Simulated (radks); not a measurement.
B4+, 1 electrons, occupied as 2p1 (not the ground configuration). Calculated with a radial shooting solver on a logarithmic mesh with Libxc functionals: scalar-relativistic Kohn-Sham, r2SCAN, spin-polarised, spherical densities, finite nucleus; open shells are filled with parallel spins first; meta-GGA in the generalised Kohn-Sham scheme; Fermi nuclear charge, rms radius 2.406 fm. Some entries of the table are withheld. Estimate them.

orbital  occ.  eigenvalue (hartree)  <r> (bohr)
1s up       0             -11.87895      0.3040
2p up       1              -2.75892         (1)
3d up       0                   (2)       2.240

Answer. 
(1) 2p up <r> (bohr): 1.012
(2) 3d up eigenvalue (hartree): -1.02620
